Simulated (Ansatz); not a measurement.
`C[BH][GeH2][SiH3]` + `CCS` → `CCS[SiH3]` + `C[BH][GeH3]`  (cleavage of the Si–Ge bond)

Computed with Ansatz on PBE0-D4/def2-TZVP structures; ΔE is electronic, products minus reactants. CCSD(T)/CBS adds triple-zeta CCSD(T) − MP2 to the extrapolated MP2 energy (def2 sets, frozen cores). This one scheme is used for every species. DFT in def2-TZVPP. B3LYP here is the variant with VWN-RPA as its local correlation; programs differ in this. For Ge outer-core shells are correlated without core-valence functions, which leaves a few kJ/mol of doubt a bond. Scalar relativity is left out up to krypton. Each species was taken in one conformer, which may not be the lowest.

`C[BH][GeH2][SiH3]`:

Z-matrix (Å, degrees):
```
C
B 1 1.549
H 1 1.104 2 103.7
H 1 1.091 2 116.3 3 116.5
H 1 1.093 2 113.9 3 -113.7
Ge 2 2.055 1 122.8 3 -101.0
H 2 1.199 1 119.4 3 79.4
Si 6 2.390 2 107.1 1 -93.8
H 6 1.543 2 113.3 1 23.5
H 6 1.541 2 114.4 1 147.7
H 8 1.488 6 110.4 2 -60.9
H 8 1.487 6 111.0 2 178.6
H 8 1.488 6 110.0 2 58.5
```

`CCS`:

Z-matrix (Å, degrees):
```
C
C 1 1.514
H 1 1.094 2 110.6
H 1 1.091 2 111.0 3 120.4
H 1 1.093 2 111.0 3 -119.6
S 2 1.813 1 114.1 3 -177.2
H 2 1.092 1 111.5 3 58.7
H 2 1.093 1 110.8 3 -60.2
H 6 1.343 2 96.8 1 -62.2
```

`CCS[SiH3]`:

Z-matrix (Å, degrees):
```
C
C 1 1.515
H 1 1.092 2 111.1
H 1 1.093 2 110.1 3 -119.8
H 1 1.092 2 111.1 3 120.3
S 2 1.827 1 109.6 3 -60.3
H 2 1.092 1 110.7 3 179.8
H 2 1.092 1 110.7 3 59.6
Si 6 2.123 2 99.3 1 179.9
H 9 1.483 6 106.5 2 179.8
H 9 1.488 6 111.2 2 59.9
H 9 1.488 6 111.2 2 -60.3
```

`C[BH][GeH3]`:

Cartesian coordinates in Å:
```
C -0.867 -0.288 1.310
B -0.485 -0.517 -0.172
Ge 1.067 0.467 -1.116
H -1.339 -1.145 1.797
H -1.656 0.483 1.245
H -0.088 0.131 1.949
H -1.146 -1.264 -0.840
H 2.160 -0.553 -1.503
H 1.741 1.546 -0.244
H 0.615 1.140 -2.427
```

| level | ΔE (kJ/mol) | difference from CCSD(T)/CBS |
| --- | --- | --- |
| PBE-D4 | -22.5 | 6.7 |
| r2SCAN-D4 | -28.3 | 0.9 |
| PBE0-D4 | -25.2 | 4.0 |
| B3LYP-D4 | -28.4 | 0.8 |
| ωB97X-V | -30.7 | -1.5 |
| ωB97M-V | -31.4 | -2.2 |
| B2PLYP | -30.1 | -0.9 |
| PBE | -21.9 | 7.3 |
| r2SCAN | -28.3 | 0.9 |
| PBE0 | -24.9 | 4.3 |
| B3LYP | -27.3 | 1.9 |
| HF/def2-TZVPP | -38.1 | -8.9 |
| MP2/def2-TZVPP | -33.1 | -3.9 |
| SCS-MP2/def2-TZVPP | -33.7 | -4.5 |
| CCSD/def2-TZVPP | -27.8 | 1.4 |
| CCSD(T)/def2-TZVPP | -27.6 | 1.6 |
| HF/def2-QZVPP | -38.8 | -9.6 |
| MP2/def2-QZVPP | -34.3 | -5.1 |
| SCS-MP2/def2-QZVPP | -35.3 | -6.1 |
| HF/CBS(def2) | -38.9 | -9.7 |
| MP2/CBS(def2) | -34.7 | -5.5 |
| CCSD/CBS(def2) | -29.4 | -0.2 |
| CCSD(T)/CBS | -29.2 | 0 |

Largest T1 diagnostic among the species: 0.012.

From PBE to PBE0 (25 % exact exchange), in def2-TZVPP and without D4, ΔE moves by −3.0 kJ/mol. In def2-TZVPP, CCSD(T) changes the Hartree–Fock value by +10.5 kJ/mol (the triples alone add +0.2 kJ/mol) and MP2 by +5.0 kJ/mol.
